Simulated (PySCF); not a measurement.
AlFH₄O₃Si, SMILES [OH][Al]([OH])[O][SiH2]F.

Geometry: TPSSh-D3(BJ)/def2-SVP. The structure was generated by enumeration; whether it is a known compound was not checked. The values are those of a single conformer.

Computed with M06-2X/def2-TZVP (PySCF).

- total energy = -860.15968 hartree
- highest occupied level = -10.37 eV
- lowest empty level = -0.19 eV
- orbital gap = 10.18 eV
- dipole moment = 1.90 D
- quadrupole, principal values (traceless, Buckingham form, about the centre of nuclear charge) = -6.01, 1.09, 4.92 D·Å
- mean static polarisability = 51.2 bohr³ (7.58 Å³)
- polarisability, principal values = 43.5, 51.9, 58.1 bohr³
